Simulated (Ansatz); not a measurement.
The first iterations of a band of CH7N3Si (12 atoms, charge 0, multiplicity 1).

Method: RKS B3LYP-D4/def2-SVP (Ansatz).

* movable images: 3
* climbing image: no
* spring: 5.0 eV/Å²
* optimiser: quadratic models (default)
* start path: through a guess of the saddle point
* force threshold: 0.05 eV/Å
* iteration limit: 60
* end points: relaxed

Image 0:

```xyz
12
Properties=species:S:1:pos:R:3
N -1.532 -0.647 0.819
C -0.281 -0.767 0.556
N 0.390 -1.922 0.878
Si 0.705 0.624 -0.311
N -0.477 1.610 -1.109
H -1.869 0.258 0.477
H 1.400 -1.956 0.864
H -0.090 -2.591 1.473
H 1.756 -0.004 -1.178
H 1.399 1.499 0.678
H -1.013 1.236 -1.886
H -0.311 2.604 -1.228
```

Image 4:

```xyz
12
Properties=species:S:1:pos:R:3
N -1.513 -0.620 0.887
C -0.262 -0.730 0.620
N 0.457 -1.818 1.065
Si 0.712 0.640 -0.290
N -0.476 1.584 -1.130
H -1.864 0.275 0.534
H -0.091 -2.581 1.455
H 1.286 -2.093 0.551
H 1.760 -0.022 -1.138
H 1.405 1.560 0.656
H -1.017 1.175 -1.886
H -0.319 2.573 -1.292
```

| iteration | highest image above the first end (eV) | largest band force component (eV/Å) |
| --- | --- | --- |
| 1 | 6.189 | 25.068 |
| 2 | 0.992 | 3.628 |
| 3 | 0.612 | 1.854 |

Question: Does the band converge within its limit, and where does its top end?

Answer: The run converged. It ended after 11 iterations with the highest image 0.468 eV above the first end. No image climbed, so the highest image needn't sit at the top of the path. So few images can step over the top or miss a turn of the path.

Run time: 2.7 min on 2 threads of Arm Neoverse N1, on a shared host, peak memory 0.24 GiB.
